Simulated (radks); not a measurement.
Numerical settings for neutral bismuth, [Hg] 6p3. Method: scalar-relativistic Kohn-Sham, BLYP, spin-polarised, spherical densities, finite nucleus; open shells are filled with parallel spins first (spin-orbit coupling, left out, can overturn this in heavy ions); Fermi nuclear charge, rms radius 5.5211 fm; computed with a radial shooting solver on a logarithmic mesh with Libxc functionals. The defaults (mesh step 0.008 in ln r, mesh end at 40 bohr or more with all orbitals vanishing there, Anderson mixing 0.5 over 9 steps, residual threshold near 1e-9 with the energy settled to 1e-9 hartree or 1e-11 of itself, here a cap of 87 iterations) give E = -21525.388 hartree and 6p at -4.889 eV in 15 iterations. Times are rough (one thread of a shared host). Changes against that run (0 stands for a change within the tolerance of the run):

setting	iterations	converged	E (mhartree)	e(6p) (meV)	CPU (s)
mesh step in ln r 0.08	4	no	diverged	-	0.06
mesh step in ln r 0.12	4	no	diverged	-	0.02
mesh step in ln r 0.012	15	yes	0	0	0.27
mesh end (bohr) 8	15	yes	+4.48	+200	0.36
mesh end (bohr) 3	15	level above zero	+2.91e+03	+2.75e+04	0.32
residual threshold 0.01	9	yes	0	+0.0504	0.28
residual threshold 1e-05	10	yes	0	-0.1	0.3
mixing 2.5	23	yes	0	0	0.54
linear mixing, mixing 1	87	no	+4.76e+05	-1.05e+06	6.8
linear mixing, mixing 0.05	87	no	-5.41	-28.1	2
mixing history 2	19	yes	0	0	0.45
iteration cap 3	3	no	-115	-324	0.11

Settled on a wrong energy, with an occupied level pushed above zero by the early mesh end: mesh end (bohr) 3 (+2.91 hartree). Apart from these: settings that end as converged yet miss the energy by more than 1 mhartree: mesh end (bohr) 8 (+0.00448 hartree). A mesh that ends early acts as a hard wall.
